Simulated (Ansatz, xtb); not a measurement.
# CH7ClSi2: which of two isomers lies lower

Structure a is `[SiH3]C[SiH2]Cl`, a singlet and structure b is `C[Si@H]([SiH3])Cl`, a singlet. Both are isolated molecules in the gas phase, relaxed with B3LYP-D3(BJ)/def2-SVP; the shapes shown needn't be the lowest conformers.

a (Å):

```xyz
11

C    -0.2296    0.6529   -1.1890
Cl    0.3444    2.8317   -3.5039
Si   -2.0608    0.6545   -1.6747
Si    0.7079    2.2355   -1.5362
H    -2.7441   -0.5264   -1.0692
H    -2.7181    1.8953   -1.1699
H    -2.2088    0.5902   -3.1540
H     0.2706   -0.1849   -1.7045
H    -0.1508    0.4551   -0.1043
H     0.2413    3.3269   -0.6397
H     2.1768    2.0537   -1.3838
```

b (Å):

```yaml
atoms:
  - { symbol: C, position_ang: [-1.6092, 2.5449, -2.1796] }
  - { symbol: Cl, position_ang: [-2.4901, 0.0086, -0.3710] }
  - { symbol: Si, position_ang: [-0.9753, 1.3808, -0.8495] }
  - { symbol: Si, position_ang: [0.8622, 0.1076, -1.5653] }
  - { symbol: H, position_ang: [-0.8383, 3.2927, -2.4293] }
  - { symbol: H, position_ang: [-1.8645, 1.9885, -3.0946] }
  - { symbol: H, position_ang: [-2.5099, 3.0757, -1.8331] }
  - { symbol: H, position_ang: [-0.6579, 2.1397, 0.3941] }
  - { symbol: H, position_ang: [0.4710, -0.6719, -2.7768] }
  - { symbol: H, position_ang: [1.2907, -0.8365, -0.4933] }
  - { symbol: H, position_ang: [2.0116, 0.9961, -1.9181] }
```

Energies in hartree; the thermal terms are from B3LYP-D3(BJ)/def2-SVP harmonic frequencies (ideal gas, rigid rotor, one conformer each, 298.15 K, 1 atm) and include the zero-point energy:

|  | a | b |
| --- | --- | --- |
| E, CCSD(T)/def2-SVP | −1079.568662 | −1079.566600 |
| E, MP2/def2-SVP | −1079.490584 | −1079.486603 |
| E, MP2/def2-TZVPP | −1080.041783 | −1080.037710 |
| zero-point energy | 0.070926 | 0.072003 |
| H(298 K) − E | 0.078898 | 0.080601 |
| G(298 K) − E | 0.038906 | 0.039772 |

Task: Correct the CCSD(T) difference for the basis set by the MP2 change, then work out ΔE, ΔE₀, ΔH and ΔG for a → b in kJ/mol (1 Eh = 2625.50 kJ/mol) and the equilibrium ratio [b]/[a].

Result: 1. Differences b − a: CCSD(T) +0.002062, MP2 in the small set +0.003981, MP2 in the large set +0.004073 Eh.
2. ΔE = +0.002062 + (+0.004073 − (+0.003981)) = +0.002154 Eh = +5.66 kJ/mol.
3. ΔE₀ = ΔE + ΔZPE = +0.002154 + (+0.001077) Eh = +8.48 kJ/mol.
4. ΔH = ΔE + (+0.001703) Eh = +10.13 kJ/mol.
5. ΔG = ΔE + (+0.000866) Eh = +7.93 kJ/mol, so ΔS = (ΔH − ΔG)/T = +7.4 J/(mol K).
6. kT = 0.9442 mEh, so K = [b]/[a] = exp(−ΔG/kT) = exp(−3.20) ≈ 0.041.

Structure a is favoured at this temperature. An error of 4 kJ/mol in ΔG would change K by a factor of 5. HF/STO-3G gave ΔE the other sign. Mirror images and further conformers aren't counted.

As drawn, b has 1 Si–Si, 1 C–H in place of 1 C–Si, 1 Si–H.

Other levels gave ΔE = +26.8 (GFN2-xTB); −23.0 (HF/STO-3G, GFN2-xTB geometries); −0.5 (r2SCAN-D4/def2-SVP, GFN2-xTB geometries); −0.1 (B3LYP-D3(BJ)/def2-SVP); +9.5 (HF/def2-SVP); +10.5 (MP2/def2-SVP); +5.4 (CCSD(T)/def2-SVP) kJ/mol. The correlated steps freeze 16 core orbitals. Programs: Ansatz 0.2.0, xtb 6.7.1.
